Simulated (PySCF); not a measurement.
**Core-level binding energies of Ge(NCS)Me3**

Species: Ge(NCS)Me3, C4H9GeNS.
Geometry (PBE0-D3(BJ)/def2-SVP, Å), atoms numbered from 1 in this order:
```xyz
16
C4H9GeNS angstrom
Ge     0.0033    0.0024   -0.1425
N      0.0270    0.0045    1.7079
C      0.0193   -0.0254    2.8974
S      0.0085   -0.0618    4.4820
C      1.8674    0.0000   -0.6870
H      1.9445   -0.0295   -1.7841
H      2.3870   -0.8759   -0.2735
H      2.3676    0.9092   -0.3238
C     -0.9363    1.6238   -0.6561
H     -0.9820    1.7085   -1.7522
H     -0.4217    2.5089   -0.2558
H     -1.9626    1.6077   -0.2623
C     -0.9481   -1.6143   -0.6465
H     -1.9666   -1.5978   -0.2331
H     -0.4265   -2.5020   -0.2618
H     -1.0151   -1.6923   -1.7421
```

Level of theory: PySCF, delta-SCF UKS SCAN, pcX-2 on the ionised atom, pcseg-1 elsewhere, spin-free X2C. Vertical ΔSCF values, vacuum level as zero.

Give the core binding energies atom by atom.

| atom(s) | bonded to | level | binding energy (eV) | above the level's lowest (eV) | count |
| --- | --- | --- | --- | --- | --- |
| S4 | C | S 1s | 2476.38 | 0.00 | 1 |
| N2 | C and Ge | N 1s | 404.37 | 0.00 | 1 |
| C3 | N and S | C 1s | 292.50 | +2.08 | 1 |
| C5/C9/C13 | 3 H and Ge | C 1s | 290.42 | 0.00 | 3 |

The listed C 1s values span 2.08 eV, from C5/C9/C13 (bonded to 3 H and Ge) to C3 (bonded to N and S).

Give the binding energy of S 1s of S4 in hartree and in kJ/mol.

2476.38 eV = 91.0053 Eh = 238934 kJ/mol.

One atom of each set of topologically equivalent atoms was ionised and stands for the set; in this conformer not all members are related by symmetry, and their own values weren't computed. Not every level is listed. No level of germanium is listed. Isolated species at its PBE0-D3(BJ)/def2-SVP geometry, gas phase.

The run took 63 s wall on Arm Neoverse V1, one thread, on a shared host, and the process peaked at 0.79 GiB of memory.
